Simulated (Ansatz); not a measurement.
TaSeCl₃, relaxed as a singlet with RKS r2SCAN-D4/def2-SVP in Ansatz, starting from the GFN2-xTB geometry. Force threshold 0.02 eV/Å.

In the def2 sets Ta takes a core potential; there is no spin–orbit coupling. The relaxation made no stability test and no search for a lower SCF solution.

Start:

```xyz
5

Ta    0.0269    0.0621   -0.0203
Se    0.8942    2.0649   -0.6772
Cl    1.2054   -0.9348    1.5419
Cl   -0.1230   -1.4052   -1.6474
Cl   -2.0035    0.2131    0.8029
```

(1) Estimate the energy that the relaxation releases and the steps that it takes.

(2) Does the start keep its bonding and symmetry?

(3) Predict the relaxed structure.

Results:

(1) 8.5 kcal/mol, in 5 steps; 9.5 s on 4 threads of Arm Neoverse V2 on a shared host. The force fell under the threshold at step 3, but the optimiser went on. No frequencies were taken in this run, so the end may be a saddle point.

(2) By distances, no bond broke or formed. The bond that changes most is Ta1–Cl3, from 2.20 to 2.29 Å (atoms count from 1). Point group C3v at the start, C3v at the end, both within 0.05 Å.

(3) 
```tsv
atom	x (Å)	y (Å)	z (Å)
Ta1	-0.013	-0.031	0.010
Se2	0.855	1.976	-0.648
Cl3	1.355	-0.893	1.630
Cl4	-0.081	-1.402	-1.822
Cl5	-2.116	0.349	0.830
```
Bond lengths: 3 × Cl–Ta 2.29 Å; 1 × Se–Ta 2.28 Å.
